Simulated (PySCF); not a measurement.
Te(Et)(SMe) (C₃H₈STe), SMILES CC[Te]SC.

The structure is a stationary point at PBE-D3(BJ)/def2-SVP. The def2 effective core potentials stand for the cores of Te; spin–orbit coupling is left out. Other conformers were not sampled.

These are CAM-B3LYP/def2-TZVP in PySCF values and carry that method's errors.

- total energy: -785.34813 hartree
- highest occupied level: -7.35 eV
- lowest empty level: -0.39 eV
- orbital gap: 6.97 eV
- dipole moment: 1.89 D
- quadrupole, principal values (traceless, Buckingham form, about the centre of nuclear charge): -5.86, -0.70, 6.56 D·Å
- mean static polarisability: 97.7 bohr³ (14.48 Å³)
- polarisability, principal values: 76.9, 97.5, 118.7 bohr³
